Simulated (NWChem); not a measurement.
System: C$_{5}$H$_{6}$; SMILES C#CC1CC1

Program: NWChem. Pople sets run with spherical d functions. Geometry: optimised at PBE0/def2-SVP. Ions are spin-unrestricted doublets at the neutral geometry; other ion states weren't tried.

Problem. Estimate the computed values for r2SCAN/6-31G*. Quantities: vertical ionisation energy, ΔSCF (eV); −ε(HOMO) (eV).

Solution. 
| Quantity | Value |
|---|---|
| vertical ionisation energy, ΔSCF (eV) | 8.98 |
| −ε(HOMO) (eV) | 5.88 |
